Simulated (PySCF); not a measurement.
Computed with PBE0/[B def2-TZVP, O def2-TZVP, I def2-TZVP with ECP28], scalar-relativistic core potentials, density fitting, no spin–orbit coupling, PySCF.

```xyz
3
charge 0 multiplicity 1, angstrom
B     0.0000    0.0000   -1.5598
O     0.0000    0.0000   -2.7626
I     0.0000    0.0000    0.4835
```

BOI (singlet), along the line from B1 (at 0) through O2 (at 1.203 Å).

Task: Tabulate the fields along this line at -0.36, -0.24, -0.12, 0.06, 0.18, 0.30, 0.42, 0.54, 0.66, 0.78, 0.90, 1.02, 1.14, 1.32, 1.44, 1.56, 1.68, 1.80, 1.92 Å.

Result: 
```csv
distance (Å),electron density (e/Å³),electron localisation function,electrostatic potential (V)
-0.36,1.62,0.0822,70.4
-0.24,6.92,0.759,134
-0.12,52.9,0.999,366
0.06,156,1,918
0.18,18.3,0.964,204
0.30,3.35,0.122,92.8
0.42,2.14,0.238,52.8
0.54,2.61,0.753,37
0.66,3.56,0.845,37.9
0.78,5.01,0.789,60
0.90,6.94,0.407,123
1.02,17,0.165,305
1.14,351,0.999,1410
1.32,63.8,0.83,555
1.44,9.24,0.185,183
1.56,5.76,0.776,76.2
1.68,3.43,0.898,33.1
1.80,1.91,0.911,14
1.92,1.02,0.899,5.22
```

On a grid of 0.06 Å the density has a local minimum along the bond near 0.42 Å from B, at 2.14 e/Å³, where the ELF is 0.24.
